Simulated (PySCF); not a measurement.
## Deuteron quadrupole couplings in `C=C/C(C)=C\CF`

Compound: C₆H₉F.
Geometry (GFN2-xTB, Å), atoms numbered from 1 in this order:
```xyz
16
C6H9F angstrom
C     -0.8839    2.0070    0.8805
C     -0.0045    1.1265    0.4145
C     -0.3130   -0.2258   -0.0289
C     -1.7408   -0.6826    0.0410
C      0.6379   -1.0447   -0.4901
C      2.0946   -0.7273   -0.6183
F      2.7693   -1.8091   -1.1312
H     -0.5780    2.9918    1.1898
H     -1.9333    1.7886    0.9734
H      1.0364    1.4127    0.3486
H     -2.3702   -0.0524   -0.5857
H     -1.8339   -1.7108   -0.2973
H     -2.1085   -0.6187    1.0638
H      0.3821   -2.0433   -0.8139
H      2.2791    0.1052   -1.3095
H      2.5591   -0.5081    0.3520
```

Level: PBE0/pcSseg-1 (PySCF, non-relativistic); Q(2H) = 0.00286 b; rigid geometry, the same for H and D, with no vibrational averaging.

Task: Rank these positions by the coupling χzz of a deuteron there, largest first.
A. H8 (vinylic hydrogen)
B. H16 (methylene hydrogen)
C. H12 (methyl hydrogen)
D. H14 (vinylic hydrogen)

Result: A (227 kHz), D (219 kHz), C (212 kHz), B (191 kHz).

Task: Tabulate Vzz, the asymmetry η and χzz = 234.96 MHz × Q × Vzz for every hydrogen position.

Result: 
| atom | bonded to | bond length (Å) | Vzz (au) | η | χzz (kHz) |
| --- | --- | --- | --- | --- | --- |
| H8 | C1 | 1.077 | 0.3373 | 0.05 | 227 |
| H9 | C1 | 1.076 | 0.3379 | 0.05 | 227 |
| H10 | C2 | 1.081 | 0.3236 | 0.08 | 217 |
| H11 | C4 | 1.089 | 0.3114 | 0.02 | 209 |
| H12 | C4 | 1.086 | 0.3160 | 0.03 | 212 |
| H13 | C4 | 1.089 | 0.3119 | 0.02 | 210 |
| H14 | C5 | 1.081 | 0.3259 | 0.08 | 219 |
| H15 | C6 | 1.098 | 0.2839 | 0.08 | 191 |
| H16 | C6 | 1.098 | 0.2836 | 0.08 | 191 |

Task: How does χzz go with the bond length over the 9 C–H bonds?

Result: A straight-line fit has a slope of -16.3 kHz for each 0.01 Å, with a correlation coefficient of -0.99, over lengths from 1.076 to 1.098 Å. The longer bonds have the smaller couplings here.

One conformer (not necessarily the lowest) at the GFN2-xTB geometry, without solvent, vibrations or thermal averaging. GFN2-xTB bond lengths can be off by several hundredths of an ångström, more for odd bonds, and the gradients follow them. With a basis this small, the couplings can be 20 % off.
